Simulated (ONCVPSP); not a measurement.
**S: ONCV pseudisation with PBE, scalar-relativistic reference atom.**

ONCVPSP 4.0.1 was run on this input:

```
# ATOM AND REFERENCE CONFIGURATION
# atsym  z   nc   nv     iexc    psfile
  S 16.00    3    2        4      upf
#
#   n    l    f
    1    0    2.00
    2    0    2.00
    2    1    6.00
    3    0    1.75
    3    1    4.25
#
# PSEUDOPOTENTIAL AND OPTIMIZATION
# lmax
    2
#
#   l,   rc,      ep,       ncon, nbas, qcut
    0    1.25    0.00    4    8    6.40
    1    1.45    0.00    4    7    6.70
    2    1.45    0.27    4    7    6.70
#
# LOCAL POTENTIAL
# lloc, lpopt,  rc(5),   dvloc0
    4    5    0.90    2.00
#
# VANDERBILT-KLEINMAN-BYLANDER PROJECTORs
# l, nproj, debl
    0    2    3.30
    1    2    1.80
    2    3    3.20
#
# MODEL CORE CHARGE
# icmod, fcfact, rcfact
    1    0.60    0.00
#
# LOG DERIVATIVE ANALYSIS
# epsh1, epsh2, depsh
   -2.00    5.00    0.02
#
# OUTPUT GRID
# rlmax, drl
    6.00    0.01
#
# TEST CONFIGURATIONS
# ncnf
    4
# nvcnf
#   n    l    f
    2
    3    0    2.00
    3    1    4.00
#
    2
    3    0    2.00
    3    1    3.00
#
    2
    3    0    2.00
    3    1    2.00
#
    2
    3    0    2.00
    3    1    0.00
#
```

Command:

```bash
oncvpsp.x < S.dat > S.out
```

Resulting log (shortened: citation, most of the input echo, consistency checks and plot data are left out):

```
ONCVPSP  (Optimized Norm-Conservinng Vanderbilt PSeudopotential)
scalar-relativistic version 4.0.1

#   n    l    f        energy (Ha)
    1    0    2.00    -8.8430375E+01
    2    0    2.00    -7.7936688E+00
    2    1    6.00    -5.7648808E+00
    3    0    1.75    -6.4056092E-01
    3    1    4.25    -2.6277319E-01

Reference configufation results
  iterations    24
  all-electron total energy (Ha)   -3.98951600D+02

Begin loop to  construct optimized pseudo wave functions
and semi-local pseudopoentials for all angular momenta

   Wellstate for l =  0  n =  5
     eigenvalue =   2.6594
     asymptotic potential =   3.1594
     half-point radius =  3.1372

Calculating optimized projector #   1

 for l=   0

    Fraction of norm inside rc  0.256554
    Optimizing pswf for qcut=   6.41 a_B^-1,  ecut=  20.55 Ha
    Residual kinetic energy error=  1.27D-04 Ha

    Energy error per electron        Cutoff
         Ha          eV             Ha
         0.01000     0.27211        9.28
         0.00100     0.02721       13.06
         0.00010     0.00272       35.50
         0.00001     0.00027      109.96

Calculating optimized projector #   2

 for l=   0

    Fraction of norm inside rc  0.082233
    Optimizing pswf for qcut=   6.41 a_B^-1,  ecut=  20.55 Ha
    Residual kinetic energy error=  3.84D-03 Ha

    Energy error per electron        Cutoff
         Ha          eV             Ha
         0.01000     0.27211       11.24
         0.00100     0.02721       80.59
         0.00010     0.00272      146.70
         0.00001     0.00027      170.75

   Wellstate for l =  1  n =  4
     eigenvalue =   1.5372
     asymptotic potential =   2.0372
     half-point radius =  2.7167

Calculating optimized projector #   1

 for l=   1

    Fraction of norm inside rc  0.263910
    Optimizing pswf for qcut=   6.70 a_B^-1,  ecut=  22.44 Ha
    Residual kinetic energy error=  2.31D-06 Ha

    Energy error per electron        Cutoff
         Ha          eV             Ha
         0.01000     0.27211        4.06
         0.00100     0.02721       10.02
         0.00010     0.00272       16.15
         0.00001     0.00027       19.85

Calculating optimized projector #   2

 for l=   1

    Fraction of norm inside rc  0.203711
    Optimizing pswf for qcut=   6.70 a_B^-1,  ecut=  22.44 Ha
    Residual kinetic energy error=  8.74D-04 Ha

    Energy error per electron        Cutoff
         Ha          eV             Ha
         0.01000     0.27211        5.85
         0.00100     0.02721       14.85
         0.00010     0.00272       85.66
         0.00001     0.00027      100.41

   Wellstate for l =  2  n =  3
     eigenvalue =   0.2700
     asymptotic potential =   0.7700
     half-point radius =  4.5396

   Wellstate for l =  2  n =  5
     eigenvalue =   3.4700
     asymptotic potential =   3.9700
     half-point radius =  3.0908

   Wellstate for l =  2  n =  6
     eigenvalue =   6.6700
     asymptotic potential =   7.1700
     half-point radius =  2.8696

Calculating optimized projector #   1

 for l=   2

    Fraction of norm inside rc  0.142314
    Optimizing pswf for qcut=   6.70 a_B^-1,  ecut=  22.44 Ha
    Residual kinetic energy error=  6.28D-04 Ha

    Energy error per electron        Cutoff
         Ha          eV             Ha
         0.01000     0.27211       13.69
         0.00100     0.02721       20.95
         0.00010     0.00272       62.92
         0.00001     0.00027       81.07

Calculating optimized projector #   2

 for l=   2

    Fraction of norm inside rc  0.133683
    Optimizing pswf for qcut=   6.70 a_B^-1,  ecut=  22.44 Ha
    Residual kinetic energy error=  1.62D-02 Ha

    Energy error per electron        Cutoff
         Ha          eV             Ha
         0.01000     0.27211       24.04
         0.00100     0.02721       48.45
         0.00010     0.00272       93.53
         0.00001     0.00027      108.25

Calculating optimized projector #   3

 for l=   2

    Fraction of norm inside rc  0.110613
    Optimizing pswf for qcut=   6.70 a_B^-1,  ecut=  22.44 Ha
    Residual kinetic energy error=  6.96D-02 Ha

    Energy error per electron        Cutoff
         Ha          eV             Ha
         0.01000     0.27211       29.72
         0.00100     0.02721       51.19
         0.00010     0.00272      130.99
         0.00001     0.00027      149.62

Construct Vanderbilt / Kleinmman-Bylander projectors

B matrix Hermiticity error, ll=   0
   1   2   -1.9535E-04

  Orthonormal projector coefficients  1.2192E+01  2.8081E+00

B matrix Hermiticity error, ll=   1
   1   2    1.1072E-04

  Orthonormal projector coefficients  4.4472E+00  1.3696E+00

B matrix Hermiticity error, ll=   2
   1   2   -8.9591E-05
   1   3    5.5846E-05
   2   3    1.3885E-04

  Orthonormal projector coefficients -4.3782E+01 -3.9666E+00 -1.6487E+00

Model core correction analysis
  based on d2Exc/dn_idn_j

d2excae - all-electron derivatives

   -1.888337D-02   -1.169203D-02
   -1.239903D-02   -7.780608D-03

d2excps - pseudofunction derivatives with no core correction

   -2.114754D-02   -1.331754D-02
   -1.398501D-02   -8.812697D-03

rms 2nd derivative error    1.684435E-03

Polynomial model core charge

d2excps - pseudofunction derivatives with core correction

   -1.934815D-02   -1.215214D-02
   -1.285914D-02   -8.090895D-03

rms 2nd derivative error    4.288621E-04

Pseudoatom total energy  -10.035891

Diagnostic tests using Vanderbilt-Kleinman-Bylander pseudopotentials
  1 or more projectors used as specified by nproj input data

   l    rcore       rmatch      e in        delta e   norm test  slope test

   0   1.2545034   1.2925929  -0.6405609  -0.0000030   1.0000384   1.0000105
   0   1.2545034   1.2925929   2.6594391   0.0000166   1.0003075   1.0003075

   1   1.4568719   1.5011057  -0.2627732   0.0000009   1.0000311   1.0000007
   1   1.4568719   1.5011057   1.5372268   0.0000070   1.0001697   1.0001697

   2   1.4568719   1.5011057   0.2700000  -0.0000104   1.0000595   1.0000595
   2   1.4568719   1.5011057   3.4700000  -0.0000044   1.0001856   1.0001856
   2   1.4568719   1.5011057   6.6700000   0.0001453   1.0004366   1.0004366

 Testing for bound ghosts
   n   l    E NL Schr. Eq   E Basis Diag.   E Cutoff

   1   0       -0.640564       -0.619893    165.23

   2   1       -0.262772       -0.238718    103.87

 Testing for highly-localized positive-energy ghosts
       l    <radius>/rc     E Basis Diag.   E Cutoff

       2        0.963357       13.173840    161.30  WARNING - GHOST(+)

Test configuration 0

   n   l     f        eae           eps        diff
   1   0  2.0000  -88.43037460
   2   0  2.0000   -7.79366883
   2   1  6.0000   -5.76488083
   3   0  1.7500   -0.64056092   -0.64056388   -2.97D-06
   3   1  4.2500   -0.26277319   -0.26277232    8.68D-07

    Total energies and differences
      AE_ref= -3.98951600D+02  AE_tst= -3.98951600D+02  dif=  0.00D+00
      PS_ref= -1.00358914D+01  PS_tst= -1.00358914D+01  dif= -2.13D-14
      PSP excitation error=  2.13D-14

Test configuration 1

   n   l     f        eae           eps        diff
   1   0  2.0000  -88.41652986
   2   0  2.0000   -7.78014389
   2   1  6.0000   -5.75147815
   3   0  2.0000   -0.63416348   -0.63416528   -1.80D-06
   3   1  4.0000   -0.25756665   -0.25757251   -5.86D-06

    Total energies and differences
      AE_ref= -3.98951600D+02  AE_tst= -3.99045897D+02  dif= -9.43D-02
      PS_ref= -1.00358914D+01  PS_tst= -1.01301901D+01  dif= -9.43D-02
      PSP excitation error=  2.41D-06

Test configuration 2

   n   l     f        eae           eps        diff
   1   0  2.0000  -88.85691563
   2   0  2.0000   -8.21160838
   2   1  6.0000   -6.18387562
   3   0  2.0000   -1.01539259   -1.01519532    1.97D-04
   3   1  3.0000   -0.61723853   -0.61707134    1.67D-04

    Total energies and differences
      AE_ref= -3.98951600D+02  AE_tst= -3.98613400D+02  dif=  3.38D-01
      PS_ref= -1.00358914D+01  PS_tst= -9.69771614D+00  dif=  3.38D-01
      PSP excitation error=  2.54D-05

Test configuration 3

   n   l     f        eae           eps        diff
   1   0  2.0000  -89.38912480
   2   0  2.0000   -8.72563029
   2   1  6.0000   -6.69971000
   3   0  2.0000   -1.44776377   -1.44690368    8.60D-04
   3   1  2.0000   -1.02822291   -1.02738940    8.34D-04

    Total energies and differences
      AE_ref= -3.98951600D+02  AE_tst= -3.97794495D+02  dif=  1.16D+00
      PS_ref= -1.00358914D+01  PS_tst= -8.87920296D+00  dif=  1.16D+00
      PSP excitation error=  4.17D-04

Test configuration 4

   n   l     f        eae           eps        diff
   1   0  2.0000  -90.69763880
   2   0  2.0000   -9.96383890
   2   1  6.0000   -7.94475087
   3   0  2.0000   -2.42275416   -2.41799385    4.76D-03

    Total energies and differences
      AE_ref= -3.98951600D+02  AE_tst= -3.94823714D+02  dif=  4.13D+00
      PS_ref= -1.00358914D+01  PS_tst= -5.91335520D+00  dif=  4.12D+00
      PSP excitation error=  5.35D-03
```

The run took about 2.8 s on one core of a shared server CPU.
